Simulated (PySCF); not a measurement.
MoOCl₂, broken-symmetry Ms = 0: data card

Computed with UPBE0/[Mo def2-TZVP with ECP28, O def2-TZVP, Cl def2-TZVP], scalar-relativistic core potentials, density fitting, no spin–orbit coupling, PySCF.

The structure is a minimum.

```xyz
4
charge 0 multiplicity 1, angstrom
Mo    0.2360   -0.1651    0.0000
O     1.5816   -1.1066    0.0000
Cl   -0.6906    0.4832   -1.9594
Cl   -0.6906    0.4832    1.9594
```

```
Point group                                                                   : C2v
Bond lengths                                                                  : Mo–Cl 2.262 Å (×2), Mo–O 1.642 Å
Bond angles                                                                   : Cl–Mo–Cl 120.0°, Cl–Mo–O 120.0° (×2)
Highest occupied level (α)                                                    : -7.24 eV
Entropy at 298.15 K and 1 bar                                                 : 328.9 J/(mol K)
Principal quadrupole moments (Buckingham, traceless) about the centre of mass : -3.37, -2.85, 6.22 D Å
Rotational constants                                                          : 0.1436, 0.06278, 0.04368 cm⁻¹
Zero-point energy                                                             : 14.0 kJ/mol
Dipole moment                                                                 : 0.04 D
Heat capacity Cp at 298.15 K                                                  : 70.4 J/(mol K)
Rotational symmetry number                                                    : 2
Lowest empty level (α)                                                        : -3.85 eV
Enthalpy at 298.15 K above 0 K                                                : 16.78 kJ/mol
Spin squared ⟨S²⟩                                                             : 1.004
Principal polarisabilities                                                    : 45.4, 64.3, 80.6 bohr³
Atomisation energy without zero-point energy                                  : 1336 kJ/mol
```

Harmonic modes (masses in u: Mo 97.905, O 15.995, Cl 34.969):
```
symmetry  ω (cm⁻¹)  IR (km/mol)
      a1       104          1.4
      b1       113         14.7
      b2       198          2.5
      a1       393         24.6
      b2       443          125
      a1      1096          201
```

In C2v the vibrations span 3a1 + b1 + 2b2. Here b1 is antisymmetric to the molecular plane and b2 lies in it.

Charges (e):
```
 atom  Mulliken  Löwdin  polar tensor  spin (Mulliken)  Mayer order to Mo1
  Mo1      1.26    0.15          1.84            -0.11                   –
   O2     -0.49   -0.21         -0.75            -0.03                2.10
Cl3,4     -0.39    0.03         -0.55             0.07                1.01
```

Mulliken populations on Mo1 (electrons outside its core potential): s 2.34, p 6.24, d 4.11, f 0.05.

Outer orbital energies (eV). α occupied: -12.10, -11.59, -10.80, -10.40, -10.10, -9.96, -9.68, -7.24; empty: -3.85, -2.99, -1.82, -1.76. β occupied: -12.14, -11.68, -10.39, -10.12, -9.98, -9.85, -9.66, -7.74; empty: -3.53, -3.07, -1.80, -1.68.

The determinant is spin-contaminated (⟨S²⟩ = 1.00, pure value 0.00). Only a few start shapes were tried, so a lower isomer may exist. At this level a triplet minimum of C2v symmetry lies 32 kJ/mol below this structure.

The final relaxation and frequency run took 2.2 min on 4 threads of a shared Arm Neoverse N1 host, with 145 basis functions and 14 gradients; the process peaked at 1.8 GiB. Launch command: `OMP_NUM_THREADS=4 python axn.py task.json out`.
